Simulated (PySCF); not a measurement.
B(F)2(SiH3), SMILES FB(F)[SiH3] at its PBE0/def2-SVP optimised geometry (Å):

```
7

B      0.5913    -0.7280     0.0000
F      0.0077    -1.9102     0.0116
F      1.9110    -0.7280     0.0000
Si    -0.4510     1.0196     0.0000
H      0.0633     1.9102    -1.0849
H     -0.2402     1.7093     1.3109
H     -1.9110     0.7812    -0.1987
```

Calculation: PBE0/def2-TZVP in PySCF 2.14.0. Cells within 0.4 Å of a nucleus heavier than hydrogen are left out (blank, or x).

Map of the log10 of the electron density (e/bohr³), floored at −4 on the plane z = 0.0 Å:

```
|00000000000000000000000000000|
|00000000000000000000000000000|
|00000000001111111100000000000|
|00000000112223322110000000000|
|00000011223334433221000000000|
|00000112334445544321000000000|
|00001223444555555432100000000|
|00012334455666665432100000000|
|00123445566677765543100000000|
|00123456677799766543210000000|
|002345677779xx966543221100000|
|002345788779xx976544332210000|
|00234567877799776654444321000|
|00134566776777777666665542100|
|00123455666667777767777653200|
|00012344455567788778998754210|
|000012333445667xxx89xx9864310|
|000001222345667xxx89xxx864310|
|00000011234567888778999754210|
|00000001234679998777887653200|
|0000000023578xxx8766666542100|
|0000000023578xxx9754444321000|
|00000000235689x98654333210000|
|00000000124567887543221100000|
|00000000023456665432100000000|
|00000000012334444321000000000|
|00000000000122332210000000000|
|00000000000011111000000000000|
|00000000000000000000000000000|
```
Scale: ten equal steps from -4.00 (start of '0') to -0.066 (end of '9'), in the order '0123456789'; x runs from -4.00 to 4.00, y from -4.00 (bottom) to 4.00 (top).
